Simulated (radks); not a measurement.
Task: Radial electron density D(r) = 4 pi r^2 rho(r) of an atom or ion with 17 electrons. All-electron calculation, scalar-relativistic Kohn-Sham, r2SCAN, spin-polarised, spherical densities, finite nucleus; meta-GGA in the generalised Kohn-Sham scheme; Fermi nuclear charge, rms radius of each element as measured or else 0.836 A^(1/3) + 0.57 fm. Program: a radial shooting solver on a logarithmic mesh with Libxc functionals.

```
   r/bohr * D(r) (the largest magnitude, 31.6, reaches the edge; | marks zero)
 0.003309 | *
 0.004173 |  *
 0.005221 |    *
 0.006584 |      *
 0.008303 |         *
  0.01039 |             *
   0.0131 |                   *
  0.01639 |                         *
  0.02067 |                                *
  0.02607 |                                        *
  0.03261 |                                              *
  0.04113 |                                                 *
  0.05145 |                                                *
  0.06489 |                                            *
  0.08183 |                                       *
   0.1024 |                                      *
   0.1291 |                                          *
   0.1615 |                                                  *
   0.2037 |                                                      *
   0.2569 |                                                *
   0.3214 |                                 *
   0.4053 |                   *
   0.5071 |              *
   0.6395 |                *
   0.8064 |                 *
    1.009 |           *
    1.272 |    *
    1.592 |*
    2.007 *
    2.532 *
```

What is the nuclear charge?

Result: Z = 24. The innermost maximum, from 1s, lies near gamma/Z bohr with gamma = sqrt(1 - (Z/c)^2) = 0.985, here 0.041 bohr (found: 0.0438), and its height grows with Z. The density is that of the chromium ion Cr7+ in [Ne] 3s2 3p5; the configuration itself is not fixed sharply by these data, and Z only to about a unit. D(r) has 3 maxima, at r = 0.0438, 0.202, 0.727 bohr, and minima at 0.0976, 0.507 bohr, inside which lie 2.12, 10.38 electrons.
